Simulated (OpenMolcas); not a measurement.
An OpenMolcas run meant for Mg (ANO-R1, X2C; inactive shells 1s 2s 2p; intended active space 2 electrons in 4 orbitals (3s 3p)). One step of its input:

```
&CASPT2
Multistate=1 1
Frozen=1 0
IPEA=0.25
Shift=1.5
MaxIter=60
WThr=0.0 0.3 0.05
PrWF=0.5
NoMix
```

The run finished. Its levels beside those of a sound run (SS-CASPT2, IPEA 0.25 Eh, imaginary shift 0.1 Eh (closed shells correlated: 2s 2p)), in cm⁻¹ above each run's lowest level:

| Level | This run | Usual run |
| --- | --- | --- |
| 3s² ¹S₀ | 0.0 | 0.0 |
| 3s 3p ³P°₀ | 37182 | 37262 |
| 3s 3p ³P°₁ | 37215 | 37296 |
| 3s 3p ³P°₂ | 37283 | 37363 |

**Question.** Which setting is unsound, and how much does it matter here?

**Answer.** The level shift is far above the usual 0.1 to 0.3 hartree and damps the second-order energy. Against the sound run the excited levels shown move by 80 cm-1 on average and by 80 cm-1 at most.

The ANO-R sets hold no well-fitted valence p shell for this element, so s → p excitations can come out far too high. Only configurations of the active space appear.

° marks odd parity.
